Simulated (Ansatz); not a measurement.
Mulliken charges of `S[SiH2][TeH]` from B3LYP/def2-TZVPP in Ansatz (PBE0-D4/def2-TZVP geometry).

```
atom   x (Å)   y (Å)   z (Å)  charge (e)
  S1  -2.137   0.163   0.033      -0.252
 Si2  -0.043   0.539   0.165       0.276
 Te3   1.154  -1.596   0.653      -0.026
  H4  -2.019  -0.752  -0.945       0.117
  H5   0.528   1.108  -1.081      -0.047
  H6   0.068   1.528   1.264      -0.045
  H7   2.510  -1.059  -0.136      -0.024
```

By hand: the dipole of these point charges (1 e Å = 4.8032 D).

Σ q r = (0.172, -0.034, -0.093) e Å, of length 0.198 e Å = 0.95 D.

How does the dipole of the full density compare? (Estimate.)

The calculation gave: (0.099, -0.005, -0.138) e Å, 0.82 D; the point charges give 1.16 times that, at 27° from its direction.

Point charges leave out the atoms' own dipoles, such as those of lone pairs, and Mulliken's split depends on the basis, so the two needn't agree.

B3LYP here is the variant with VWN-RPA as its local correlation; programs differ in this.
